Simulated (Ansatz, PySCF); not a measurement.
Pair of molecules: PH3 (SMILES P) (first 4 atoms) with ClH3Si (SMILES [SiH3]Cl); geometry from B3LYP-D3(BJ)/def2-TZVP.
(charge 0, multiplicity 1):
| atom | x (Å) | y (Å) | z (Å) |
|---|---|---|---|
| P | 0.1101 | -0.2979 | 0.0566 |
| H | 1.3546 | -0.9260 | 0.3115 |
| H | 0.3210 | -0.2433 | -1.3463 |
| H | 0.6215 | 1.0053 | 0.2767 |
| Si | -0.8978 | -0.7148 | 4.1791 |
| Cl | 0.9298 | 0.0696 | 3.6038 |
| H | -1.5995 | 0.3026 | 4.9859 |
| H | -0.6434 | -1.9247 | 4.9853 |
| H | -1.6663 | -1.0446 | 2.9656 |

Basis-set superposition error: the interaction energy with monomers in their own basis, and in the dimer's basis (counterpoise).

Programs: Ansatz (a program for electronic structure); PySCF for M06-2X. Values without a source in brackets are computed.

```csv
level,uncorrected (kJ/mol),counterpoise (kJ/mol),difference
BLYP/def2-TZVPPD,3.7,4.1,0.4
revPBE/def2-TZVPPD,3.5,3.8,0.4
B97M-V/def2-TZVPPD,-5.7,-5.4,0.3
B3LYP/def2-TZVPPD,1.7,2.0,0.3
PBE0/def2-TZVPPD,-1.9,-1.6,0.3
BHLYP/def2-TZVPPD,0.0,0.3,0.3
M06-2X/def2-TZVPPD,-6.3,-5.9,0.4
MP2/aug-cc-pV(D+d)Z,-7.8,-4.9,2.9
MP2/aug-cc-pV(Q+d)Z,-7.2,-6.6,0.6
SCS-MP2/aug-cc-pV(Q+d)Z,-5.0,-4.3,0.6
```

The error is largest for MP2/aug-cc-pV(D+d)Z (2.9 kJ/mol) and smallest for B97M-V/def2-TZVPPD (0.3 kJ/mol).
